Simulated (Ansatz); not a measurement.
Basis sets compared for the cluster Cu₄Cl₄ (the lowest singlet isomer of a short search). The state is a singlet with charge 0. Geometry r2SCAN-D4/def2-SVP. Ansatz on 4 threads of AMD EPYC 7B13 on a shared host; times are rough, and most runs start from earlier orbitals.

```csv
atom,x (Å),y (Å),z (Å)
Cu1,-1.326,-0.691,1.392
Cu2,1.326,0.692,-1.392
Cu3,-0.807,-0.498,-1.016
Cu4,0.807,0.498,1.016
Cl5,-2.839,-0.366,-0.116
Cl6,0.675,-0.970,-2.610
Cl7,0.389,-0.912,2.688
Cl8,1.776,2.248,0.038
```

The structure comes from a short search, and lower isomers may exist.

Binding counts from free atoms (Cu doublet, Cl doublet) in the same basis, without a counterpoise term.

```tsv
level	functions	energy (Eh)	HOMO (eV)	LUMO (eV)	binding per atom (eV)	wall time
PBE-D4/def2-SVP	196	-8400.0313	-5.80	-3.01	3.21	3.7 s
PBE0-D4/def2-SVP	196	-8400.1938	-7.54	-2.35	3.01	7 s
```

Problem. Estimate the rows for PBE-D4/def2-TZVP, PBE0-D4/def2-TZVP.

Solution. 
```tsv
level	functions	energy (Eh)	HOMO (eV)	LUMO (eV)	binding per atom (eV)	wall time
PBE-D4/def2-TZVP	328	-8401.6588	-6.18	-3.40	2.88	6.5 s
PBE0-D4/def2-TZVP	328	-8401.7751	-7.80	-2.66	2.75	19 s
```
